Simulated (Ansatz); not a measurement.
Basis sets compared for SnH2MeCl (CH₅ClSn). Total charge 0; singlet. Geometry r2SCAN-D4/def2-TZVP. Ansatz on 4 threads of Arm Neoverse V2 on a shared host; times are rough, and most runs start from earlier orbitals.

```xyz
8

Sn   -0.449    0.398    0.749
H    -1.743   -0.488    1.420
H    -0.806    2.062    0.631
C     0.325   -0.445   -1.050
H    -0.447   -0.455   -1.821
H     0.654   -1.464   -0.853
H     1.172    0.150   -1.391
Cl    1.294    0.242    2.315
```

In the def2 sets Sn takes a core potential; there is no spin–orbit coupling.

Binding counts from free atoms (Sn triplet, H doublet, C triplet, Cl doublet) in the same basis, without a counterpoise term.

```json
{"level": "PBE-D4/def2-SVP", "functions": "83", "energy (Eh)": "-715.2026", "HOMO (eV)": "-6.74", "LUMO (eV)": "-1.07", "binding per atom (eV)": "3.12", "wall time": "0.6 s"}
{"level": "PBE-D4/def2-TZVP", "functions": "148", "energy (Eh)": "-715.4229", "HOMO (eV)": "-6.99", "LUMO (eV)": "-1.34", "binding per atom (eV)": "3.13", "wall time": "1.1 s"}
{"level": "r2SCAN-D4/def2-TZVP (with forces)", "functions": "148", "energy (Eh)": "-715.6999", "HOMO (eV)": "-7.31", "LUMO (eV)": "-1.01", "binding per atom (eV)": "3.13", "wall time": "2.7 s"}
{"level": "PBE0-D4/def2-SVP", "functions": "83", "energy (Eh)": "-715.2665", "HOMO (eV)": "-8.12", "LUMO (eV)": "-0.22", "binding per atom (eV)": "3.10", "wall time": "0.9 s"}
{"level": "PBE0-D4/def2-TZVP", "functions": "148", "energy (Eh)": "-715.4818", "HOMO (eV)": "-8.30", "LUMO (eV)": "-0.49", "binding per atom (eV)": "3.11", "wall time": "1.3 s"}
```

Estimate the rows for PBE-D4/def2-TZVPD, r2SCAN-D4/def2-TZVPD, PBE0-D4/def2-TZVPD.


| level | functions | energy (Eh) | HOMO (eV) | LUMO (eV) | binding per atom (eV) | wall time |
| --- | --- | --- | --- | --- | --- | --- |
| PBE-D4/def2-TZVPD | 184 | -715.4242 | -7.04 | -1.47 | 3.13 | 1.6 s |
| r2SCAN-D4/def2-TZVPD | 184 | -715.7008 | -7.34 | -1.10 | 3.13 | 3.2 s |
| PBE0-D4/def2-TZVPD | 184 | -715.4828 | -8.33 | -0.65 | 3.11 | 2.1 s |
